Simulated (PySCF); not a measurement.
C$_{2}$H$_{9}$AlGeS, singlet, at a GFN2-xTB geometry (such geometries of metal compounds can be far from the true shape); DF-PBE/def2-TZVPP (PySCF).

The PySCF input:
```python
from pyscf import gto, scf, dft

mol = gto.M(
    atom='''
Ge    1.471492   -1.047808    0.164217
S     0.631570    0.975737    0.237425
Al   -1.546362    0.749238   -0.215739
C    -2.475808    2.460385    0.147378
C    -2.116436   -1.038950   -0.873424
H     0.922679   -1.948224    1.241145
H     1.260214   -1.739341   -1.156833
H     2.944614   -0.881489    0.388958
H    -3.206953    2.713473   -0.626075
H    -3.019304    2.454448    1.097709
H    -1.752488    3.283514    0.200832
H    -3.205048   -1.139241   -0.909389
H    -1.734815   -1.853168   -0.242940
H    -1.745586   -1.240611   -1.886244
''',
    basis='def2-tzvpp',
    charge=0,
    spin=0,
    verbose=4,
    max_memory=1800,
)

mf = dft.RKS(mol)
mf.xc = 'pbe'
mf = mf.density_fit(auxbasis='def2-universal-jkfit')
mf.kernel()
```

The log (banner, timings and long lists left out):

```
PySCF version 2.14.0

[INPUT] verbose = 4
[INPUT] num. atoms = 14
[INPUT] num. electrons = 82
[INPUT] charge = 0
[INPUT] spin (= nelec alpha-beta = 2S) = 0
[INPUT] symmetry False subgroup None
[INPUT] Mole.unit = angstrom
[INPUT] Symbol           X                Y                Z      unit          X                Y                Z       unit  Magmom
[INPUT]  1 Ge     1.471492000000  -1.047808000000   0.164217000000 AA    2.780716874488  -1.980070151128   0.310325154998 Bohr   0.0
[INPUT]  2 S      0.631570000000   0.975737000000   0.237425000000 AA    1.193494328492   1.843875699605   0.448668225125 Bohr   0.0
[INPUT]  3 Al    -1.546362000000   0.749238000000  -0.215739000000 AA   -2.922200669435   1.415854622117  -0.407687624388 Bohr   0.0
[INPUT]  4 C     -2.475808000000   2.460385000000   0.147378000000 AA   -4.678599057007   4.649453810988   0.278504056786 Bohr   0.0
[INPUT]  5 C     -2.116436000000  -1.038950000000  -0.873424000000 AA   -3.999484400170  -1.963330957117  -1.650532150622 Bohr   0.0
[INPUT]  6 H      0.922679000000  -1.948224000000   1.241145000000 AA    1.743610610888  -3.681609789305   2.345424130873 Bohr   0.0
[INPUT]  7 H      1.260214000000  -1.739341000000  -1.156833000000 AA    2.381459318343  -3.286878127227  -2.186097541859 Bohr   0.0
[INPUT]  8 H      2.944614000000  -0.881489000000   0.388958000000 AA    5.564514002560  -1.665772791817   0.735024093959 Bohr   0.0
[INPUT]  9 H     -3.206953000000   2.713473000000  -0.626075000000 AA   -6.060262864352   5.127720816402  -1.183110283437 Bohr   0.0
[INPUT] 10 H     -3.019304000000   2.454448000000   1.097709000000 AA   -5.705657646804   4.638234506986   2.074369374470 Bohr   0.0
[INPUT] 11 H     -1.752488000000   3.283514000000   0.200832000000 AA   -3.311722356587   6.204942186175   0.379517477049 Bohr   0.0
[INPUT] 12 H     -3.205048000000  -1.139241000000  -0.909389000000 AA   -6.056662936085  -2.152853479876  -1.718496150692 Bohr   0.0
[INPUT] 13 H     -1.734815000000  -1.853168000000  -0.242940000000 AA   -3.278325226787  -3.501979982808  -0.459090064702 Bohr   0.0
[INPUT] 14 H     -1.745586000000  -1.240611000000  -1.886244000000 AA   -3.298679466875  -2.344415017123  -3.564484564104 Bohr   0.0

nuclear repulsion = 486.372433472749
number of shells = 120
number of NR pGTOs = 462
number of NR cGTOs = 320
basis = def2-tzvpp
ecp = {}

******** <class 'pyscf.df.df_jk.DFRKS'> ********
method = DFRKS
initial guess = minao
damping factor = 0
level_shift factor = 0
DIIS = <class 'pyscf.scf.diis.CDIIS'>
diis_start_cycle = 1
diis_space = 8
diis_damp = 0
SCF conv_tol = 1e-09
SCF conv_tol_grad = None
SCF max_cycles = 50
direct_scf = False
XC library pyscf.dft.libxc version 7.1.2
    S. Lehtola, C. Steigemann, M. J. T. Oliveira, and M. A. L. Marques,  SoftwareX 7, 1–5 (2018)
XC functionals = pbe
    J. P. Perdew, K. Burke, and M. Ernzerhof,  Phys. Rev. Lett. 77, 3865 (1996)
    J. P. Perdew, K. Burke, and M. Ernzerhof,  Phys. Rev. Lett. 78, 1396 (1997)
    J. P. Perdew, K. Burke, and M. Ernzerhof,  Phys. Rev. Lett. 77, 3865 (1996)
    J. P. Perdew, K. Burke, and M. Ernzerhof,  Phys. Rev. Lett. 78, 1396 (1997)
radial grids:
    Treutler-Ahlrichs [JCP 102, 346 (1995); DOI:10.1063/1.469408] (M4) radial grids

becke partition: Becke, JCP 88, 2547 (1988); DOI:10.1063/1.454033
pruning grids: <function nwchem_prune>
grids dens level: 3
symmetrized grids: False
atomic radii adjust function: <function treutler_atomic_radii_adjust>
small_rho_cutoff = 0
Set gradient conv threshold to 3.16228e-05
Initial guess from minao.
tot grids = 175208
init E= -2797.93625036766
  HOMO = -0.290798375960443  LUMO = -0.0839682919694041  gap/eV = 5.62813
cycle= 1 E= -2798.4335464902  delta_E= -0.497  |g|= 1.12  |ddm|= 2.85
  HOMO = -0.150307086214114  LUMO = -0.0320333856901307  gap/eV = 3.21839
cycle= 2 E= -2798.12732417714  delta_E= 0.306  |g|= 1.66  |ddm|= 1.84
  HOMO = -0.225973226191486  LUMO = -0.0593392311454579  gap/eV = 4.53434
cycle= 3 E= -2798.62170200959  delta_E= -0.494  |g|= 0.14  |ddm|=  1.3
  HOMO = -0.218133931193076  LUMO = -0.0541973669958082  gap/eV = 4.46094
cycle= 4 E= -2798.62671268424  delta_E= -0.00501  |g|= 0.0645  |ddm|= 0.198
  HOMO = -0.223387742834487  LUMO = -0.0554024551901584  gap/eV = 4.57111
cycle= 5 E= -2798.62788477245  delta_E= -0.00117  |g|= 0.0237  |ddm|= 0.0751
  HOMO = -0.222111684698432  LUMO = -0.0557504681942405  gap/eV = 4.52692
cycle= 6 E= -2798.62802450742  delta_E= -0.00014  |g|= 0.00491  |ddm|= 0.0203
  HOMO = -0.222122828790323  LUMO = -0.055654183447583  gap/eV = 4.52984
cycle= 7 E= -2798.62802931765  delta_E= -4.81e-06  |g|= 0.00139  |ddm|= 0.0043
  HOMO = -0.222026759169481  LUMO = -0.0557095300307822  gap/eV = 4.52572
cycle= 8 E= -2798.6280297973  delta_E= -4.8e-07  |g|= 0.000605  |ddm|= 0.00166
  HOMO = -0.222062608174634  LUMO = -0.0556869376336664  gap/eV = 4.52731
cycle= 9 E= -2798.62802990495  delta_E= -1.08e-07  |g|= 9.89e-05  |ddm|= 0.000654
  HOMO = -0.222059342801818  LUMO = -0.055690696360422  gap/eV = 4.52712
cycle= 10 E= -2798.62802990677  delta_E= -1.82e-09  |g|= 3.56e-05  |ddm|= 0.000101
  HOMO = -0.222062509462643  LUMO = -0.0556909289670635  gap/eV = 4.52720
cycle= 11 E= -2798.62802990712  delta_E= -3.5e-10  |g|= 8.85e-06  |ddm|= 3.72e-05
  HOMO = -0.222060402887376  LUMO = -0.0556908556749711  gap/eV = 4.52715
Extra cycle  E= -2798.62802990707  delta_E= 5e-11  |g|= 1.62e-05  |ddm|= 2.13e-05
converged SCF energy = -2798.62802990707
```
